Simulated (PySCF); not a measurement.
The third ionisation energy along group 15

All values are computed (PySCF 2.14, energy differences of UHF-based or UKS calculations, no spin-orbit coupling). Values in eV. The last column holds reference values (NIST; (s) semi-empirical, (t) theoretical, else measured). Unmarked ones compare directly (S terms, centres of terms, or small fine structure); those marked * lie between the lowest fine-structure levels and include a spin-orbit shift.

```csv
element,configurations,UHF,LDA,PBE,MP2 (valence),CCSD(T) (valence),FCI (valence),reference
"N (aug-cc-pVDZ-DK, spin-free X2C)",[He] 2s2 2p1 → [He] 2s2,47.308,47.860,48.062,47.302,47.051,47.056,47.445 (s) *
"P (aug-cc-pVDZ-DK, spin-free X2C)",[Ne] 3s2 3p1 → [Ne] 3s2,29.561,30.202,30.263,29.738,29.856,29.864,30.203 *
"As (aug-cc-pVDZ-DK, spin-free X2C)",[Ar] 3d10 4s2 4p1 → [Ar] 3d10 4s2,27.474,28.270,28.133,27.627,27.716,27.720,28.349 ± 0.012 *
```

"Valence" correlates the outer s and p shells and, in groups 3 to 12 and the f block, the outer d or f shell, open or full, or the next shell where the ion has no valence electron left; the wider scheme adds the next inner shell.
